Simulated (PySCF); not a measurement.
An unknown is described by computed data only.

Formula: C6H8N2.

* Rotational structure: rotational constants A, B, C: 5.177, 1.592, 1.228 GHz [PBE0-D3(BJ)/def2-TZVP]
* 1H NMR: chemical shifts (computed TMS as zero) by class: 8.36 (1 H), 7.67 (1 H), 6.69 (1 H), 6.30 (1 H), 4.56 (1 H), 2.85 (3 H) ppm [GIAO B97-2/pcSseg-2]
* 13C NMR: chemical shifts (computed TMS as zero) by class: 165.5 (1 C), 157.5 (1 C), 144.3 (1 C), 117.0 (1 C), 105.4 (1 C), 30.8 (1 C) ppm [GIAO B97-2/pcSseg-2]
* NMR, other nuclei: isotropic shieldings of nuclei other than C and H, by class: -38 (1 N), 177 (1 N) ppm [GIAO B97-2/pcSseg-2]
* Dipole: 2.00 D [B97-2/pcSseg-2]

Gas-phase values; electronic properties from PySCF, density fitting. Levels stand in brackets. Geometry: PBE0-D3(BJ)/def2-TZVP, one conformer, isolated molecule. NMR values are class means; diastereotopic atoms form classes of their own.

Q: What is the compound? Reason from the data.

A: Numbering: `[CH3:1][NH:2][c:3]1[cH:4][cH:5][cH:6][cH:7][n:8]1`. Its formula, C6H8N2, gives 4 degrees of unsaturation: 1 ring and 3 π bonds in the structure found (Kekulé form). 6 carbons fall into 6 classes; from least to most shielded: aromatic carbon bearing nitrogen [C3] (165.5 ppm), aromatic CH next to a ring nitrogen [C7] (157.5 ppm), aromatic CH carbon [C5] (144.3 ppm), aromatic CH carbon [C6] (117.0 ppm), aromatic CH carbon [C4] (105.4 ppm), N-methyl carbon [C1] (30.8 ppm). Hydrogen classes from least to most shielded: 1 H on an aromatic CH next to a ring nitrogen, C7 (8.36 ppm), 1 H on an aromatic CH carbon, C5 (7.67 ppm), 1 H on an aromatic CH carbon, C6 (6.69 ppm), 1 H on an aromatic CH carbon, C4 (6.30 ppm), 1 H on an aniline-type nitrogen, N2 (4.56 ppm), 3 H on an N-methyl carbon, C1 (2.85 ppm). The other shieldings belong to: -38 ppm, pyridine-type nitrogen [N8]; 177 ppm, aniline-type nitrogen [N2]. By its constants the optimised geometry is an asymmetric top. Structure: `CNc1ccccn1`. Computed isomers that give other values at the same levels: `CNc1ccncc1` (13C chemical shifts (computed TMS as zero) by class: 159.1 (1 C), 158.6 (2 C), 110.6 (2 C), 31.3 (1 C) ppm); `CNc1cccnc1` (13C chemical shifts (computed TMS as zero) by class: 150.9 (1 C), 145.5 (1 C), 144.3 (1 C), 129.4 (1 C), 118.8 (1 C), 32.2 (1 C) ppm). The assignments are read from this structure; whether some other isomer fits the data as well wasn't checked.

The values belong to the conformer `[CH3:1][NH:2][c:3]1[cH:4][cH:5][cH:6][cH:7][n:8]1`: C1–N2–C3–C4 8°.
